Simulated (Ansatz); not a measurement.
C2H8BNO (`CBOCN`), relaxed with RKS PBE0-D4/def2-TZVP in Ansatz 0.2.0 from a PBE-D4/def2-SVP geometry. The force threshold is 0.005 eV/Å; the program also tests the step.

Charge 0, multiplicity 1.

Start:

```xyz
13

C    -0.072    0.462   -2.365
B    -0.145   -0.249   -0.966
O    -0.398    0.477    0.152
C    -0.400   -0.143    1.462
N     0.830    0.062    2.147
H    -0.294    1.546   -2.322
H    -0.764   -0.022   -3.087
H     0.943    0.327   -2.799
H     0.022   -1.464   -0.851
H    -0.612   -1.226    1.323
H    -1.257    0.324    1.995
H     0.793    0.692    2.948
H     1.355   -0.785    2.362
```

(1) By how much does the energy fall, and how many steps does the optimiser take? (Estimate.)

(2) Which bonds change most? (Estimate.)

(3) Give the relaxed structure. (Best estimate.)

Answers

(1) Computed: 5.26 kJ/mol, in 36 steps, 4 of them rejected.

(2) The calculation gave: O3–C4 from 1.450 to 1.416 Å; B2–H9 from 1.232 to 1.207 Å; C4–H10 from 1.113 to 1.094 Å; C1–H6 from 1.108 to 1.091 Å.

(3) Computed: 
```xyz
13

C    -0.071    0.490   -2.319
B    -0.125   -0.252   -0.947
O    -0.451    0.431    0.171
C    -0.418   -0.199    1.439
N     0.879   -0.050    2.030
H    -0.331    1.548   -2.250
H    -0.735    0.007   -3.044
H     0.936    0.406   -2.744
H     0.101   -1.434   -0.853
H    -0.626   -1.268    1.330
H    -1.231    0.263    2.012
H     0.995    0.844    2.487
H     1.077   -0.787    2.690
```
